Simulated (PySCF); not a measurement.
PySCF input file for C2H7FOSi2, SMILES C[Si@H](F)C(=O)[SiH3], PBE-D3(BJ)/def2-SVP. The structure is a stationary point at PBE-D3(BJ)/def2-SVP. The structure was generated by enumeration; whether it is a known compound was not checked. One conformer was computed; it need not be the lowest.

```python
import numpy as np
from pyscf import gto, scf, dft, df
from pyscf.hessian import thermo

mol = gto.M(
    atom='''
    C     2.47418509   -0.15571371   -0.57730397
    Si    1.04616867    0.15336743    0.58836567
    F     0.65965682   -1.21119400    1.43405184
    C    -0.52718399    0.63173305   -0.44936475
    O    -0.41581683    1.57698130   -1.22665541
    Si   -2.19673862   -0.38383345   -0.26114633
    H     2.55807985    0.71458639   -1.26070153
    H     2.29268537   -1.06117478   -1.19031608
    H     3.43459179   -0.27781653   -0.03871953
    H     1.33099304    1.24779117    1.57730398
    H    -2.60549633   -0.37027091    1.18737730
    H    -3.27243973    0.21038675   -1.12392621
    H    -1.92281775   -1.80819834   -0.66529937
    ''',
    basis='def2-SVP',
    charge=0,
    spin=0,
    max_memory=1600,
    verbose=3,
)
mf = dft.RKS(mol, xc='pbe').density_fit(auxbasis='def2-universal-jkfit')
mf.disp = 'd3bj'
mf.grids.level = 3
mf.conv_tol = 1e-11
mf.max_cycle = 100
mf.kernel()

# [left out here: the lines that compute and print the analytic Hessian (its translational invariance restored by hand, since the grid's response is missing), thermochemistry and intensities]
```

Log of the run:

```
converged SCF energy = -833.559020932666

WARN: DFTD3 does not support analytical Hessian, using finite difference


WARN: Mole.unit (angstrom) is changed to Bohr

Mode                                 0                   1                   2
Irrep
Freq [cm^-1]                       33.7736             77.7131             88.4047
Reduced mass [au]                   4.6514              5.6371              1.0523
Force const [Dyne/A]                0.0031              0.0201              0.0048
Char temp [K]                      48.5927            111.8119            127.1947
Normal mode                   x     y     z       x     y     z       x     y     z
       0   C                 0.05  0.11  0.06    0.04 -0.04  0.05    0.01  0.02  0.00
       1  Si                -0.01 -0.01  0.01    0.00  0.01 -0.02   -0.00 -0.01 -0.01
       2   F                 0.01 -0.06 -0.06   -0.12  0.01 -0.08    0.00 -0.02 -0.02
       3   C                 0.01 -0.03 -0.03    0.02  0.04 -0.02    0.00 -0.01 -0.01
       4   O                 0.04 -0.09 -0.09   -0.04  0.04 -0.03   -0.01  0.02  0.02
       5  Si                -0.03  0.05  0.05    0.07 -0.03  0.06   -0.00  0.00  0.01
       6   H                -0.01  0.13  0.07    0.16 -0.01  0.10    0.02  0.03  0.02
       7   H                 0.14  0.11  0.03    0.01  0.01 -0.01    0.03  0.03 -0.02
       8   H                 0.04  0.18  0.08    0.00 -0.14  0.11    0.01  0.01  0.01
       9   H                -0.11 -0.04  0.08    0.02 -0.03  0.03   -0.02 -0.02  0.01
      10   H                 0.04  0.05  0.07    0.13 -0.04  0.08   -0.23  0.54 -0.06
      11   H                -0.05  0.10  0.11   -0.00 -0.09  0.11    0.13 -0.30 -0.37
      12   H                -0.12  0.04  0.02    0.11 -0.02  0.06    0.05 -0.15  0.58
Mode                                 3                   4                   5
Irrep
Freq [cm^-1]                      134.5498            144.0968            225.0244
[...]
       4   O                -0.01  0.00 -0.01    0.02  0.01  0.00    0.00 -0.00  0.01
       5  Si                 0.01  0.01 -0.01   -0.00 -0.02  0.01    0.04  0.03 -0.00
       6   H                 0.21 -0.03 -0.09   -0.04 -0.05 -0.07   -0.08 -0.05 -0.06
       7   H                 0.00 -0.06  0.12   -0.31  0.03  0.19   -0.23  0.05  0.08
       8   H                -0.21 -0.01  0.24    0.07 -0.10 -0.11    0.19 -0.09 -0.23
       9   H                -0.14  0.43 -0.41    0.27  0.05 -0.14    0.41 -0.07 -0.06
      10   H                -0.11 -0.09 -0.03    0.14  0.20  0.04   -0.28 -0.29 -0.08
      11   H                -0.13 -0.12  0.07    0.24  0.25 -0.10   -0.22 -0.27  0.10
      12   H                -0.15 -0.05  0.05    0.19  0.07 -0.12   -0.37 -0.10  0.13
Mode                                18                  19                  20
Irrep
Freq [cm^-1]                      881.9146            891.8655            897.0844
Reduced mass [au]                   2.8720              1.4385              1.0355
Force const [Dyne/A]                1.3161              0.6741              0.4910
Char temp [K]                    1268.8787           1283.1959           1290.7047
Normal mode                   x     y     z       x     y     z       x     y     z
       0   C                -0.03 -0.01 -0.02   -0.01 -0.03  0.01    0.00 -0.00  0.00
       1  Si                 0.05 -0.03  0.03    0.00  0.06 -0.05    0.00 -0.00 -0.00
       2   F                 0.00  0.04 -0.02   -0.01 -0.06  0.04   -0.00 -0.00  0.00
       3   C                -0.18 -0.02 -0.05    0.05 -0.00  0.02   -0.00  0.01  0.01
       4   O                 0.03  0.01  0.00   -0.01 -0.01  0.01   -0.00 -0.00 -0.00
       5  Si                 0.05  0.01  0.02    0.01 -0.01  0.01   -0.01  0.02  0.02
       6   H                 0.04  0.02  0.03   -0.12  0.05  0.10   -0.00  0.00  0.00
       7   H                 0.08 -0.02 -0.02    0.05  0.02 -0.08   -0.00  0.00 -0.00
       8   H                -0.09  0.03  0.11    0.02  0.06 -0.01    0.00  0.00  0.00
       9   H                -0.19  0.01  0.06   -0.06 -0.15  0.20   -0.03  0.01 -0.01
      10   H                -0.30  0.06 -0.09   -0.18  0.44 -0.05    0.43 -0.15  0.14
      11   H                -0.05 -0.10  0.04   -0.19 -0.24  0.09    0.22 -0.42 -0.57
      12   H                -0.28 -0.00 -0.18   -0.04  0.12 -0.47   -0.35  0.02 -0.26
Mode                                21                  22                  23
Irrep
Freq [cm^-1]                      900.9799           1212.3110           1374.1705
Reduced mass [au]                   1.6846              1.2651              1.0480
Force const [Dyne/A]                0.8057              1.0954              1.1660
Char temp [K]                    1296.3095           1744.2456           1977.1255
Normal mode                   x     y     z       x     y     z       x     y     z
       0   C                 0.03  0.05 -0.01    0.10 -0.02 -0.08    0.03  0.04  0.03
       1  Si                -0.04 -0.07  0.05   -0.01 -0.00  0.01    0.00  0.00  0.00
       2   F                 0.02  0.06 -0.04    0.00  0.00 -0.00   -0.00 -0.00 -0.00
       3   C                 0.05  0.01  0.01    0.00 -0.00 -0.00   -0.00 -0.00  0.00
       4   O                -0.01  0.00 -0.01   -0.00  0.00 -0.00    0.00  0.00 -0.00
       5  Si                -0.00 -0.02  0.01   -0.00  0.00  0.00    0.00  0.00  0.00
       6   H                 0.13 -0.08 -0.15   -0.41  0.25  0.21   -0.50 -0.25 -0.39
       7   H                -0.11 -0.02  0.12   -0.43 -0.11  0.23    0.25  0.17 -0.25
       8   H                 0.03 -0.10 -0.05   -0.21  0.02  0.45   -0.16 -0.50  0.23
       9   H                 0.20  0.19 -0.30    0.03  0.01  0.00   -0.02  0.01  0.00
      10   H                -0.08  0.38 -0.01   -0.00 -0.00 -0.00   -0.00 -0.00 -0.00
      11   H                -0.06 -0.09  0.03    0.00  0.00  0.00   -0.00 -0.00 -0.00
      12   H                 0.05  0.11 -0.38    0.00  0.00 -0.00    0.00  0.00  0.00
Mode                                24                  25                  26
Irrep
Freq [cm^-1]                     1377.8381           1663.3619           2150.7605
Reduced mass [au]                   1.0484             13.1277              1.0207
Force const [Dyne/A]                1.1726             21.3999              2.7819
Char temp [K]                    1982.4023           2393.2075           3094.4654
Normal mode                   x     y     z       x     y     z       x     y     z
       0   C                -0.03  0.04 -0.03   -0.00  0.00 -0.00    0.00 -0.00  0.00
       1  Si                -0.00  0.00 -0.00    0.00 -0.00 -0.00    0.00  0.00  0.00
       2   F                 0.00 -0.00  0.00    0.00 -0.00  0.00   -0.00 -0.00  0.00
       3   C                -0.00  0.00 -0.00    0.02  0.17 -0.14   -0.00 -0.00  0.00
       4   O                -0.00 -0.00  0.00   -0.01 -0.13  0.10    0.00  0.00 -0.00
       5  Si                 0.00  0.00 -0.00    0.00 -0.00  0.00    0.01  0.02 -0.01
       6   H                -0.11  0.27  0.27   -0.01  0.00 -0.00   -0.00  0.00  0.00
       7   H                 0.42 -0.36  0.43   -0.00  0.00 -0.00    0.00  0.00  0.00
       8   H                 0.04 -0.50 -0.24   -0.01 -0.00  0.01    0.00 -0.00 -0.00
       9   H                 0.01 -0.02  0.02   -0.01  0.02  0.01   -0.01 -0.05 -0.04
      10   H                -0.00 -0.00 -0.00   -0.00 -0.00  0.00   -0.15  0.02  0.57
      11   H                -0.00 -0.00  0.00    0.00  0.03 -0.02   -0.25  0.15 -0.21
      12   H                -0.00  0.00  0.00   -0.00 -0.00  0.00    0.14 -0.67 -0.20
Mode                                27                  28                  29
Irrep
Freq [cm^-1]                     2166.3142           2171.2728           2186.8714
Reduced mass [au]                   1.0506              1.0428              1.0509
Force const [Dyne/A]                2.9049              2.8965              2.9612
Char temp [K]                    3116.8438           3123.9782           3146.4211
Normal mode                   x     y     z       x     y     z       x     y     z
       0   C                 0.00 -0.00 -0.00   -0.00  0.00  0.00    0.00  0.00  0.00
       1  Si                 0.00  0.01  0.00   -0.01 -0.02 -0.02   -0.00 -0.00 -0.00
       2   F                -0.00  0.00  0.00   -0.00  0.00 -0.00    0.00  0.00 -0.00
       3   C                -0.00  0.00 -0.00    0.00 -0.00  0.00    0.00 -0.00  0.00
       4   O                 0.00 -0.00  0.00    0.00  0.00 -0.00   -0.00  0.00 -0.00
       5  Si                 0.01 -0.02 -0.03    0.00 -0.00 -0.01    0.02 -0.02  0.03
       6   H                -0.00  0.00  0.00    0.00 -0.00 -0.00    0.00 -0.00  0.00
       7   H                -0.00  0.00  0.00    0.00 -0.00 -0.01    0.00 -0.00 -0.00
       8   H                 0.00  0.00  0.00   -0.00  0.00 -0.00    0.00 -0.00 -0.00
       9   H                -0.04 -0.15 -0.14    0.18  0.69  0.63    0.01  0.04  0.04
      10   H                -0.19 -0.00  0.68   -0.06  0.00  0.20    0.08 -0.01 -0.26
      11   H                -0.05  0.02 -0.05    0.01 -0.01  0.01   -0.65  0.36 -0.52
      12   H                -0.11  0.60  0.16   -0.01  0.07  0.02   -0.03  0.20  0.07
Mode                                30                  31                  32
Irrep
Freq [cm^-1]                     2979.2094           3081.2310           3090.1434
Reduced mass [au]                   1.0350              1.1017              1.1034
Force const [Dyne/A]                5.4125              6.1628              6.2079
Char temp [K]                    4286.4191           4433.2054           4446.0284
Normal mode                   x     y     z       x     y     z       x     y     z
       0   C                -0.03  0.00  0.03   -0.01  0.09 -0.02    0.06  0.02  0.06
       1  Si                 0.00 -0.00 -0.00    0.00  0.00 -0.00    0.00  0.00  0.00
       2   F                 0.00 -0.00  0.00   -0.00 -0.00  0.00    0.00 -0.00 -0.00
       3   C                -0.00 -0.00  0.00    0.00  0.00 -0.00   -0.00 -0.00  0.00
       4   O                 0.00  0.00 -0.00   -0.00 -0.00  0.00    0.00  0.00 -0.00
       5  Si                -0.00  0.00 -0.00   -0.00  0.00  0.00   -0.00  0.00  0.00
       6   H                 0.04  0.48 -0.37   -0.06 -0.56  0.45    0.02  0.13 -0.09
       7   H                -0.10 -0.46 -0.30   -0.09 -0.45 -0.32   -0.08 -0.45 -0.30
       8   H                 0.46 -0.06  0.27    0.22 -0.01  0.12   -0.66  0.09 -0.37
       9   H                -0.00  0.00  0.00    0.00 -0.00 -0.00   -0.00 -0.00 -0.00
      10   H                 0.00 -0.00  0.00   -0.00 -0.00  0.00    0.00 -0.00 -0.00
      11   H                -0.00 -0.00 -0.00    0.00 -0.00  0.00   -0.00 -0.00 -0.00
      12   H                -0.00 -0.00 -0.00   -0.00 -0.00 -0.00    0.00 -0.00 -0.00
temperature 298.1500 [K]
pressure 101325.00 [Pa]
Rotational constants [GHz] 3.06594 1.50243 1.12497
Symmetry number 1
Zero-point energy (ZPE) 0.07894 [Eh]   207256.869 [J/mol]
                           tot       elec      trans        rot        vib
Entropy [J/mol/K]       411.442      0.000    168.685    119.323    123.434
Cv [J/mol/K]            138.924      0.000     12.472     12.472    113.980
Cp [J/mol/K]            147.238      0.000     20.786     12.472    113.980
Internal energy [J/mol]                      3718.434   3718.434 225804.916
Internal energy [Eh]   -833.47018  -833.55902
Enthalpy [J/mol]                             6197.391   3718.434 225804.916
Enthalpy [Eh]          -833.46924
Gibbs free energy [J/mol]                  -44096.085 -31857.628 189003.062
Gibbs free energy [Eh] -833.51596
mode   freq/cm-1   IR/(km/mol)
   1       33.77         2.082
   2       77.71         6.398
   3       88.40         0.347
   4      134.55         2.275
   5      144.10         0.672
   6      225.02         9.513
   7      231.61        20.799
   8      303.49         1.063
   9      331.66         5.123
  10      403.80         1.071
  11      545.00        16.958
  12      564.45        12.665
  13      652.86         6.299
  14      708.59        41.180
  15      733.07        84.691
  16      792.70       144.996
  17      798.32       102.637
  18      856.20        40.833
  19      881.91        88.936
  20      891.87        49.698
  21      897.08        24.072
  22      900.98       130.919
  23     1212.31        28.705
  24     1374.17         5.373
  25     1377.84         4.258
  26     1663.36        94.722
  27     2150.76        38.889
  28     2166.31        45.446
  29     2171.27       141.409
  30     2186.87        87.291
  31     2979.21         0.269
  32     3081.23         0.382
  33     3090.14         0.325
max |gradient| / (hartree/bohr): 9.407581387018172e-05
APT charges: [-0.3997  1.3246 -0.5853  0.251  -0.5249  0.7448  0.0575  0.037   0.03
 -0.2814 -0.2119 -0.23   -0.2118]
```

The run converged.

Cost: around 3 core-minutes (rough).
